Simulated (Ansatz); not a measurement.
`[NH2][AlH][AlH][GeH3]`, charge 0, multiplicity 1.

Give a relaxed structure at PBE0-D4/def2-TZVP (Ansatz 0.2.0). (Best estimate.)

Computed: 
Z-matrix (Å, degrees):
```
Ge
Al 1 2.490
H 1 1.545 2 112.4
H 1 1.545 2 113.1 3 -120.0
H 1 1.545 2 112.7 3 119.7
Al 2 2.591 1 118.9 3 118.7
H 2 1.595 1 115.4 3 -61.3
N 6 1.773 2 113.6 1 0.5
H 6 1.592 2 130.6 1 -179.5
H 8 1.008 6 124.3 2 -0.0
H 8 1.008 6 125.6 2 180.0
```
Point group Cs.
This is one stationary point; other conformers may exist.
